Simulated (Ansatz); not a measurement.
C5H10CuN3 (`Cn1ccn(C)[c+]1[Cu-][NH2]`). The species carries charge 0 and has multiplicity 1. Geometry: relaxed with PBE0-D4/def2-TZVP. It is one conformer, not always the lowest.

```xyz
19

C     0.167    0.884    2.298
N     0.646    0.109    1.177
C     1.815   -0.612    1.168
C     1.901   -1.188   -0.051
N     0.781   -0.799   -0.745
C     0.476   -1.193   -2.100
C    -0.011    0.006   -0.001
Cu   -1.654    0.812   -0.472
N    -3.245    1.661   -0.767
H     0.884    1.667    2.554
H     0.008    0.241    3.165
H    -0.778    1.341    2.008
H     2.480   -0.656    2.014
H     2.654   -1.831   -0.473
H    -0.471   -0.730   -2.374
H     0.383   -2.278   -2.169
H     1.257   -0.852   -2.782
H    -4.043    1.062   -0.945
H    -3.249    2.356   -1.506
```

(1) What is the dipole moment at B3LYP/def2-TZVPP? (Estimate.)

(2) And with PBE, r2SCAN, ωB97M-V? (An estimate is asked.)

(3) Give the Mulliken charges with B3LYP, ωB97M-V, r2SCAN in def2-TZVPP. (Estimate.)

Results:

(1) Ansatz gave: 7.67 D, with components (6.67, -3.61, 1.14) D in this frame, pointing from negative to positive charge.

(2) The calculation gave: PBE 7.15 D, r2SCAN 7.32 D, ωB97M-V 7.88 D.

(3) The calculation gave: 
```csv
atom,B3LYP,ωB97M-V,r2SCAN
C1,-0.17,-0.22,-0.06
N2,-0.05,-0.07,-0.01
C3,-0.09,-0.08,-0.08
C4,-0.09,-0.08,-0.08
N5,-0.04,-0.06,0.00
C6,-0.16,-0.22,-0.06
C7,0.32,0.24,0.25
Cu8,-0.37,-0.27,-0.34
N9,-0.53,-0.50,-0.58
H10,0.11,0.13,0.07
H11,0.11,0.13,0.07
H12,0.11,0.12,0.07
H13,0.16,0.16,0.14
H14,0.16,0.16,0.14
H15,0.10,0.12,0.07
H16,0.11,0.13,0.07
H17,0.11,0.13,0.07
H18,0.10,0.08,0.12
H19,0.10,0.08,0.12
```

B3LYP here is the variant with VWN-RPA as its local correlation; programs differ in this.
